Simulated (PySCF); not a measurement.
SMILES C#C[SiH2]C(=O)OC (C₄H₆O₂Si), GFN2-xTB optimised geometry.

```
13

C      1.80     1.81     0.00
C      0.60     1.81     0.00
Si    -1.25     1.79     0.02
C     -1.72     0.07     0.73
O     -2.11    -0.17     1.85
O     -1.55    -0.87    -0.20
C     -1.83    -2.22     0.18
H      2.85     1.82    -0.01
H     -1.76     1.87    -1.35
H     -1.76     2.83     0.91
H     -1.15    -2.53     0.98
H     -1.67    -2.83    -0.71
H     -2.85    -2.31     0.54
```

Density from PySCF with PBE/def2-TZVP at that geometry.

Minimum of the electron density along straight lines between bonded atoms, close to the bond critical point (lines longer than 1.1 times the sum of covalent radii, or with two minima, are not listed):

| bond | length / Å | ρ at the minimum / e bohr⁻³ | ∇²ρ there / e bohr⁻⁵ | position (fraction from the first atom) |
|---|---|---|---|---|
| C1–C2 | 1.203 | 0.422 | -1.28 | 0.52 |
| C2–Si3 | 1.848 | 0.115 | 0.27 | 0.61 |
| Si3–C4 | 1.920 | 0.114 | 0.14 | 0.39 |
| C4–O5 | 1.206 | 0.425 | -0.15 | 0.34 |
| C4–O6 | 1.338 | 0.309 | -0.59 | 0.35 |
| O6–C7 | 1.423 | 0.250 | -0.48 | 0.64 |
| C1–H8 | 1.053 | 0.297 | -1.11 | 0.66 |
| Si3–H9 | 1.464 | 0.126 | 0.16 | 0.50 |
| Si3–H10 | 1.462 | 0.127 | 0.16 | 0.50 |
| C7–H11 | 1.092 | 0.282 | -0.98 | 0.65 |
| C7–H12 | 1.087 | 0.286 | -1.00 | 0.65 |
| C7–H13 | 1.092 | 0.282 | -0.98 | 0.65 |
